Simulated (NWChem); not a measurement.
C2H4BF2N; SMILES NB(F)/C=C\F

```xyz
10

N     -1.3980     0.7635     0.0000
B     -0.0138     0.9422     0.0000
F      0.4680     2.1984     0.0000
C      1.0205    -0.2301     0.0000
C      0.7342    -1.5303     0.0000
F     -0.5205    -1.9931     0.0000
H     -2.0400     1.5448     0.0000
H     -1.8250    -0.1517     0.0000
H      2.0890     0.0059     0.0000
H      1.4567    -2.3533     0.0000
```
Atoms are numbered in this order, from 1.

Level: PBE0/def2-SVP (NWChem), optimised geometry, unscaled harmonic frequencies. 

| frequency (cm⁻¹) | IR intensity (km/mol) |
|---|---|
| 67 | 3.6 |
| 176 | 5.4 |
| 306 | 15.8 |
| 320 | 0.8 |
| 405 | 3.7 |
| 485 | 164.7 |
| 605 | 0.6 |
| 666 | 41.0 |
| 668 | 5.7 |
| 809 | 44.4 |
| 824 | 4.5 |
| 895 | 12.8 |
| 975 | 0.0 |
| 1038 | 45.5 |
| 1221 | 152.9 |
| 1297 | 111.3 |
| 1407 | 89.6 |
| 1434 | 92.6 |
| 1597 | 263.4 |
| 1742 | 207.7 |
| 3203 | 3.1 |
| 3224 | 5.7 |
| 3646 | 50.1 |
| 3765 | 57.0 |

| Item | Value |
|---|---|
| zero-point energy | 44.0 kcal/mol |
| thermal correction to the enthalpy at 298.15 K (with zero-point energy) | 48.5 kcal/mol |
| heat capacity Cv | 21.8 cal/(mol K) |
| entropy at 298.15 K and 1 atm (symmetry number 1) | 79.1 cal/(mol K) |
| dipole moment | 1.45 D |

Rigid rotor and harmonic oscillator; modes under 100 cm⁻¹ make the entropy uncertain.
